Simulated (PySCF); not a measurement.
# Radial density of Au (gold, neutral)

BLYP, [Xe] 4f14 5d9 6s2, 2D determinant (an excited configuration). All numbers are calculated (PySCF 2.14, scalar relativity by spin-free X2C-1e, in x2c-TZVPPall).

```tsv
r (bohr)	4πr²ρ (e/bohr)	4πr²(ρα − ρβ)
0.0133	109.3	-0.0001
0.0223	96.32	0.0004
0.0375	130.1	0.0068
0.0632	139.6	0.0405
0.106	118.8	0.0833
0.179	120.9	0.0007
0.301	78.80	0.1397
0.505	64.75	0.0170
0.850	23.00	0.4551
1.43	10.46	0.7334
2.41	2.594	0.1677
4.05	0.4017	0.0043
6.81	0.009386	-0.0007
11.4	2.006e-05	0.0000
```

Densities and radii are taken from the X2C orbitals without a picture-change correction, which distorts them close to the nucleus.

Spin-orbit coupling, absent here, splits the open shell strongly.
